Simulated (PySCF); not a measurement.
Interval between two levels of C³⁺ by level of theory

C³⁺ [He] 2s1 [2S1/2, M_J = 1/2] → C³⁺ [He] 2p1 [2P3/2, M_J = 3/2], as a difference of total energies. Computed with PySCF 2.14 in x2c-TZVPall-2c (5s3p2d1f, 31 functions), with the two-component X2C-1e Hamiltonian. Correlated levels: 1s2 frozen. "Screened" scales the spin-orbit matrix elements by Boettger's factors to mimic the two-electron term; Breit and QED terms are absent.

| method | interval between two levels (cm⁻¹) |
| --- | --- |
| GHF (spin-free) | 65130 |
| GMP2 (spin-free) | 65130 |
| GCCSD (spin-free) | 65130 |
| GCCSD(T) (spin-free) | 65130 |
| GHF (screened spin-orbit) | 65170 |
| GMP2 (screened spin-orbit) | 65170 |
| GCCSD (screened spin-orbit) | 65170 |
| GCCSD(T) (screened spin-orbit) | 65170 |
